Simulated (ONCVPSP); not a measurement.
# Ga: one change to an ONCV potential, before and after

| Item | Value |
| --- | --- |
| Element | gallium (Ga) |
| Generator | ONCVPSP 4.0.1 |
| Type | optimised norm-conserving Vanderbilt (ONCV) |
| Functional | PBE |
| Relativity | scalar-relativistic |
| Frozen core | [Ne] 3s2 |
| Valence charge | 19 |
| Reference configuration | 3p6 3d10 4s1.5 4p1.5 |
| Partial waves | 4s: rc 1.75 bohr, ncon 3, nbas 6, qcut 3 1/bohr, 3 projectors, debl 1.2 Ha; 3p+4p: rc 1.00 bohr, ncon 4, nbas 8, qcut 11.6 1/bohr, 2 projectors; 3d: rc 1.20 bohr, ncon 4, nbas 9, qcut 13 1/bohr, 2 projectors, debl 2.1 Ha |
| Local potential | polynomial inside 0.90 bohr (lpopt 4, dvloc0 0 Ha) |
| Core correction | Teter function, fcfact 5.75, rcfact 1.1 |

Change: p: rc 0.66; local potential polynomial inside 0.66 bohr (lpopt 4, dvloc0 0 Ha).

Cutoffs: the cutoffs (Ha) at which the residual kinetic energy of the hardest occupied pseudo-wave falls to 1 and 0.1 mHa per electron; they do not see the model core or the augmentation charge, which bear on the density cutoff. Errors are all-electron minus pseudo energies relative to the spin-unpolarised reference configuration.

Problem. What does the change do?

Solution. The potential gets harder (69 Ha and 77 Ha → 156 Ha and 441 Ha); a bound ghost appears in s, which as a rule spoils a file; of the 4 tests that both files solve, the error grows in 1 and shrinks in 0 by more than 15 % and 0.3 meV (median size 2.3 → 2.6 meV). A smaller radius makes the pseudo-wave follow the all-electron one further in, where it bends more sharply, so more plane waves are needed.

```tsv
quantity	base	changed
cutoff, loose	69 Ha	156 Ha
cutoff, tight	77 Ha	441 Ha
loose cutoff by channel	s 21 Ha, p 53 Ha, d 69 Ha	s 21 Ha, p 156 Ha, d 69 Ha
bound ghosts	none	s
GHOST(+) flags under 300 eV	s at 81.8 eV	none
error for 3p6 3d10 4s2 4p1, meV [ΔE -3.23 eV]	-1.4	-1.6
error for 3p6 3d10 4s2 4p0, meV [ΔE 2.46 eV]	-2.8	-2.9
error for 3p6 3d10 4s1 4p0, meV [ΔE 23.59 eV]	+1.7	+2.3
error for 3p6 3d9 4s2 4p2, meV [ΔE 17.09 eV]	+40	+39
s: phases at 1.78 bohr within 0.05 rad from the reference energy up to (Ha; the scan ends near 5)	n/a	to the end of the scan
d: phases at 1.22 bohr within 0.05 rad from the reference energy up to (Ha; the scan ends near 5)	to the end of the scan	to the end of the scan
rms error of d²Exc/dni dnj with the model core, mHa	2.24	2.25
```

 A true bound ghost makes a file unfit for plane-wave use even where its test errors are small: the radial tests pick states by their node count and pass the ghost by.
